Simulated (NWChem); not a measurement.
System: CH$_{3}$FMgS; SMILES C[S][Mg][F]

NWChem input:

```
start job
memory heap 200 mb stack 900 mb global 1100 mb
geometry units angstroms noautosym nocenter noautoz
  Mg     0.366450    -1.286671    -0.005876
  F      0.367239    -3.044538     0.028523
  S      0.394438     1.008595    -0.051042
  C     -1.379784     1.466527     0.015574
  H     -1.940501     1.091893    -0.852182
  H     -1.422346     2.564194    -0.003469
  H     -1.864375     1.125968     0.941287
end
basis spherical
  * library 6-31g*
end
dft
  xc b3lyp
  iterations 150
end
property
  shielding 6 1 2 3 4 5 6
  efieldgrad
end
task dft property
```

Excerpt of the output:

```
             Northwest Computational Chemistry Package (NWChem) 7.3.0
             --------------------------------------------------------

                             Geometry "geometry" -> ""
                             -------------------------

 Output coordinates in angstroms (scale by  1.889725989 to convert to a.u.)

  No.       Tag          Charge          X              Y              Z
 ---- ---------------- ---------- -------------- -------------- --------------
    1 Mg                  12.0000     0.36645000    -1.28667100    -0.00587600
    2 F                    9.0000     0.36723900    -3.04453800     0.02852300
    3 S                   16.0000     0.39443800     1.00859500    -0.05104200
    4 C                    6.0000    -1.37978400     1.46652700     0.01557400
    5 H                    1.0000    -1.94050100     1.09189300    -0.85218200
    6 H                    1.0000    -1.42234600     2.56419400    -0.00346900
    7 H                    1.0000    -1.86437500     1.12596800     0.94128700

 Effective nuclear repulsion energy (a.u.)     168.8042589844

                              NWChem Property Module
                              ----------------------

  itol2e modified to match energy
  convergence criterion.

                                 NWChem DFT Module
                                 -----------------

 Summary of "ao basis" -> "ao basis" (spherical)
 ------------------------------------------------------------------------------
       Tag                 Description            Shells   Functions and Types
 ---------------- ------------------------------  ------  ---------------------
 Mg                          6-31g*                  8       18   4s3p1d
 F                           6-31g*                  6       14   3s2p1d
 S                           6-31g*                  8       18   4s3p1d
 C                           6-31g*                  6       14   3s2p1d
 H                           6-31g*                  2        2   2s

  itol2e modified to match energy
  convergence criterion.

            General Information
            -------------------
          SCF calculation type: DFT
          Wavefunction type:  closed shell.
          No. of atoms     :     7
          No. of electrons :    46
           Alpha electrons :    23
            Beta electrons :    23
          Charge           :     0
          Spin multiplicity:     1
          Use of symmetry is: off; symmetry adaption is: off
          Maximum number of iterations: 150
          AO basis - number of functions:    70
                     number of shells:    34
          Convergence on energy requested:  1.00D-07
          Convergence on density requested:  1.00D-05
          Convergence on gradient requested:  5.00D-04

              XC Information
              --------------
                         B3LYP Method XC Potential
                     Hartree-Fock (Exact) Exchange  0.200
                        Slater Exchange Functional  0.800 local
                    Becke 1988 Exchange Functional  0.720 non-local
              Lee-Yang-Parr Correlation Functional  0.810
                  VWN I RPA Correlation Functional  0.190 local

             Grid Information
             ----------------
          Grid used for XC integration:  fine
          Radial quadrature: Mura-Knowles
          Angular quadrature: Lebedev.
          Tag              B.-S. Rad. Rad. Pts. Rad. Cut. Ang. Pts.
          ---              ---------- --------- --------- ---------
          Mg                  1.50      123          11.0       770
          F                   0.50       70          12.0       590
          S                   1.00      123          10.0       770
          C                   0.70       70          11.0       590
          H                   0.35       60          13.0       590
          Grid pruning is: on
          Number of quadrature shells:   566
          Spatial weights used:  Erf1

      Superposition of Atomic Density Guess
      -------------------------------------

 Sum of atomic energies:        -735.57818403

      Non-variational initial energy
      ------------------------------

[...]

          -----------------------------------------
          Chemical Shielding Tensors (GIAO, in ppm)
          -----------------------------------------

                                NWChem CPHF Module
                                ------------------

  scftype          =     RHF
  nclosed          =       23
  nopen            =        0
  variables        =     1081
  # of vectors     =        3
  tolerance        = 0.10D-03
  level shift      = 0.00D+00
  max iterations   =       50
  max subspace     =       30

 SCF residual:    1.3398021165357310E-005

Iterative solution of linear equations
  No. of variables     1081
  No. of equations        3
  Maximum subspace       30
        Iterations       50
       Convergence  1.0D-04

   iter   nsub   residual    time
   ----  ------  --------  ---------
     1      3    2.97D-01      26.7
     2      6    1.73D-02      30.5
     3      9    1.00D-03      34.3
     4     12    2.74D-05      38.1

      Atom:    1  Mg
        Diamagnetic
    712.7491     -1.0925     -0.0685
     -1.0925    713.9349     -0.0173
     -0.0685     -0.0173    710.6480

        Paramagnetic
   -247.0513     -5.6875      1.0194
     -5.6875    -14.7552     -3.8531
      1.0194     -3.8531   -225.6289

        Total Shielding Tensor
    465.6978     -6.7800      0.9509
     -6.7800    699.1797     -3.8704
      0.9509     -3.8704    485.0192

           isotropic =     549.9656
          anisotropy =     224.2225

          Principal Components and Axis System
                 1           2           3
              699.4472    484.9844    465.4650

      1        -0.0291      0.0424      0.9987
      2         0.9994      0.0194      0.0283
      3        -0.0182      0.9989     -0.0430

      Atom:    2  F
        Diamagnetic
    459.7201     -0.3879     -0.0140
     -0.3879    484.9603     -0.4888
     -0.0140     -0.4888    459.2236

        Paramagnetic
   -156.6426     -1.4102      0.1786
     -1.4102     -4.5047     -2.8422
      0.1786     -2.8422   -153.0698

        Total Shielding Tensor
    303.0775     -1.7981      0.1646
     -1.7981    480.4556     -3.3310
      0.1646     -3.3310    306.1538

           isotropic =     363.2290
          anisotropy =     175.9628

          Principal Components and Axis System
                 1           2           3
              480.5375    306.0958    303.0537

      1        -0.0101      0.0428      0.9990
      2         0.9998      0.0195      0.0093
      3        -0.0191      0.9989     -0.0430

      Atom:    3  S
        Diamagnetic
   1061.1326     -2.7472     -0.3870
     -2.7472   1057.1087     -0.0039
     -0.3870     -0.0039   1050.8012

        Paramagnetic
   -172.9929    -86.8582     -6.7613
    -86.8582   -322.9932      2.7840
     -6.7613      2.7840   -371.0363

        Total Shielding Tensor
    888.1397    -89.6054     -7.1483
    -89.6054    734.1155      2.7801
     -7.1483      2.7801    679.7649

           isotropic =     767.3400
          anisotropy =     243.2620

          Principal Components and Axis System
                 1           2           3
              929.5147    692.9906    679.5147

      1         0.9084      0.4160      0.0420
      2        -0.4170      0.9087      0.0180
      3        -0.0306     -0.0338      0.9990

      Atom:    4  C
        Diamagnetic
    258.0935     -4.2020     -0.4150
     -4.2020    249.1348      0.1268
     -0.4150      0.1268    246.4482

        Paramagnetic
    -64.9924     -3.3607     -0.2242
     -3.3607    -77.5584      0.2537
     -0.2242      0.2537    -71.7789

        Total Shielding Tensor
    193.1011     -7.5627     -0.6392
     -7.5627    171.5763      0.3805
     -0.6392      0.3805    174.6693

           isotropic =     179.7823
          anisotropy =      23.6032

          Principal Components and Axis System
                 1           2           3
              195.5177    174.6494    169.1796

      1         0.9528      0.0425      0.3005
      2        -0.3015      0.0192      0.9533
      3        -0.0347      0.9989     -0.0311

      Atom:    5  H
        Diamagnetic
     32.6622      0.3015      7.5612
      0.3015     25.6382      2.9783
      7.5612      2.9783     30.9171

        Paramagnetic
      2.1337     -1.0971     -2.6747
     -1.0971      0.5546     -0.8576
     -2.6747     -0.8576     -1.7454

        Total Shielding Tensor
     34.7959     -0.7956      4.8865
     -0.7956     26.1927      2.1207
      4.8865      2.1207     29.1717

           isotropic =      30.0534
          anisotropy =      11.3713

          Principal Components and Axis System
                 1           2           3
               37.6343     28.4974     24.0286

      1         0.8618     -0.3850      0.3303
      2         0.0339      0.6934      0.7198
      3         0.5061      0.6091     -0.6106

      Atom:    6  H
        Diamagnetic
     26.7070     -4.0854     -0.0912
     -4.0854     39.4526     -0.1443
     -0.0912     -0.1443     22.7361

        Paramagnetic
      3.5551     -0.2474     -0.0567
     -0.2474     -3.5983      0.1189
     -0.0567      0.1189      2.1101

        Total Shielding Tensor
     30.2620     -4.3328     -0.1478
     -4.3328     35.8543     -0.0254
     -0.1478     -0.0254     24.8462

           isotropic =      30.3208
          anisotropy =      11.8412

          Principal Components and Axis System
                 1           2           3
               38.2150     27.9081     24.8394

      1        -0.4785      0.8771      0.0424
      2         0.8781      0.4781      0.0190
      3         0.0036     -0.0463      0.9989
```

Level: B3LYP/6-31G* (spherical d), GIAO. Structure relaxed at the PBE0/def2-SVP level. NWChem prints the field gradient with the sign opposite to the second derivative of the potential. The printed shielding anisotropy is the first printed principal value minus the mean of the other two.
